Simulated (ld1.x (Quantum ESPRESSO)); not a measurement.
# Plane-wave convergence, ultrasoft potential for copper

* Element: Cu (Z = 29)
* Generator: ld1.x (Quantum ESPRESSO) 7.5
* Type: ultrasoft
* Functional: LDA (PZ)
* Relativity: scalar-relativistic
* Frozen core: [Ne] 3s2
* Valence charge: 17
* Reference configuration: 3p6 3d10 4s0 4p0 (charge +1)
* Partial waves: 4s (bound, empty): rcut 1.75, rcutus 1.90 bohr; 4s channel at -0.15 Ry: rcut 1.75, rcutus 1.90 bohr; 3p (bound): rcut 1.05, rcutus 1.10 bohr; 4p (bound, empty): rcut 1.05, rcutus 1.10 bohr; 3d (bound): rcut 1.30, rcutus 1.85 bohr; 3d channel at -0.55 Ry: rcut 1.30, rcutus 1.85 bohr; 4f channel at 0.2 Ry: rcut 1.70, rcutus 2.00 bohr
* Local potential: all-electron potential smoothed inside 1.20 bohr (lloc = -2)
* Core correction: a·sin(br)/r model core inside 1.15 bohr
* Augmentation charge: PSQ, inside the norm-conserving radii

The pseudo-atom Hamiltonian at the reference potential is diagonalised in spherical Bessel functions j_l(qr) that vanish at 20 bohr, with q² up to the cutoff. All-electron valence levels (Ry): 4s -0.8936, 3p -5.9348, 4p -0.4875, 3d -1.0295.

**Question.** How do the lowest levels (Ry) of each channel move with the cutoff, and are there ghosts?

**Answer.**

| cutoff (Ry) | s #1 | p #1 | p #2 | d #1 | d #2 | f #1 | f #2 | Σ f·Δε (mRy) |
| --- | --- | --- | --- | --- | --- | --- | --- | --- |
| 8 | -0.8907 | -2.5108 | -0.3088 | -0.4659 | -0.1158 | -0.0447 | 0.0610 | 26180.4 |
| 12 | -0.8934 | -3.6675 | -0.3628 | -0.7956 | -0.1300 | -0.0447 | 0.0610 | 15943.0 |
| 18 | -0.8935 | -4.8218 | -0.4113 | -0.9829 | -0.1362 | -0.0447 | 0.0610 | 7144.7 |
| 25 | -0.8936 | -5.4798 | -0.4410 | -1.0221 | -0.1384 | -0.0447 | 0.0610 | 2804.6 |
| 35 | -0.8936 | -5.8094 | -0.4604 | -1.0291 | -0.1398 | -0.0447 | 0.0610 | 756.8 |
| 50 | -0.8936 | -5.9163 | -0.4726 | -1.0294 | -0.1400 | -0.0447 | 0.0610 | 112.0 |
| 60 | -0.8936 | -5.9304 | -0.4779 | -1.0294 | -0.1400 | -0.0447 | 0.0610 | 27.2 |
| 80 | -0.8936 | -5.9337 | -0.4856 | -1.0295 | -0.1400 | -0.0447 | 0.0610 | 7.2 |
| 100 | -0.8936 | -5.9343 | -0.4873 | -1.0295 | -0.1400 | -0.0447 | 0.0610 | 3.1 |
| 120 | -0.8936 | -5.9347 | -0.4874 | -1.0295 | -0.1400 | -0.0447 | 0.0610 | 0.9 |
| 160 | -0.8936 | -5.9348 | -0.4875 | -1.0295 | -0.1400 | -0.0447 | 0.0610 | 0.4 |
| 400 | -0.8936 | -5.9348 | -0.4875 | -1.0295 | -0.1400 | -0.0447 | 0.0610 | 0.0 |

Result: no extra level below or beside the all-electron valence levels (s, p, d, f tested); 10 mRy is reached at 70 Ry and 1 mRy at 120 Ry.
